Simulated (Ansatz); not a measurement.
Born–Oppenheimer molecular dynamics of F₃H₅OSi₂ (11 atoms, charge 0, multiplicity 1). It starts at the highest image of a converged band. Of that band: Neighbouring images differ by up to 1.6 eV, so the band resolves the path poorly. A vibrational analysis at the climbing image gives one clearly imaginary mode, 1155i cm⁻¹: a first-order saddle point.

The calculation used RKS PBE/6-31G* (Ansatz).

| Property | Result |
| --- | --- |
| ensemble | NVE (velocity Verlet) |
| time step | 0.5 fs |
| steps asked | 200 |
| starting velocities drawn for | 100 K |
| seed | 7808 |

First frame:

```xyz
11
Properties=species:S:1:pos:R:3
Si -0.438 -1.044 -0.163
Si 0.008 1.563 -0.193
F -0.175 -1.842 -1.535
F -0.952 -1.957 1.079
F -1.876 -0.326 -0.503
H 0.902 0.074 0.372
O 1.314 -1.140 0.431
H 1.278 2.326 0.084
H -0.337 1.771 -1.633
H -1.058 2.084 0.715
H 1.333 -1.509 1.345
```

(1) How far do the bonds stretch over the last three quarters of this one trajectory? (Pairs bonded in most of those frames.)

Results:

(1) 
| bond | mean (Å) | spread (Å) | shortest | longest |
| --- | --- | --- | --- | --- |
| Si1–Si2 | 2.342 | 0.083 | 2.22 | 2.45 |
| Si1–F3 | 1.625 | 0.018 | 1.58 | 1.65 |
| Si1–F4 | 1.627 | 0.028 | 1.58 | 1.68 |
| Si1–F5 | 1.650 | 0.044 | 1.57 | 1.72 |
| Si2–H8 | 1.507 | 0.015 | 1.48 | 1.53 |
| Si2–H9 | 1.503 | 0.013 | 1.48 | 1.53 |
| Si2–H10 | 1.501 | 0.018 | 1.47 | 1.53 |
| H6–O7 | 0.978 | 0.012 | 0.96 | 1.00 |
| O7–H11 | 0.980 | 0.007 | 0.97 | 0.99 |

Mean temperature of the second half: 1015 K. The conserved energy stayed within 0.023 meV per atom of its start (net change -0.0065 meV per atom), so the integration is sound. The system heated up, since it started high on the potential surface and ran downhill. A run of 0.1 ps of so small a system gives no equilibrium averages. The orbitals stay closed-shell, which can raise the energy where a bond breaks towards radicals; this wasn't checked here.

Run time: 6.6 min on 2 threads of Arm Neoverse V2, with other jobs on the host, peak memory 0.16 GiB.
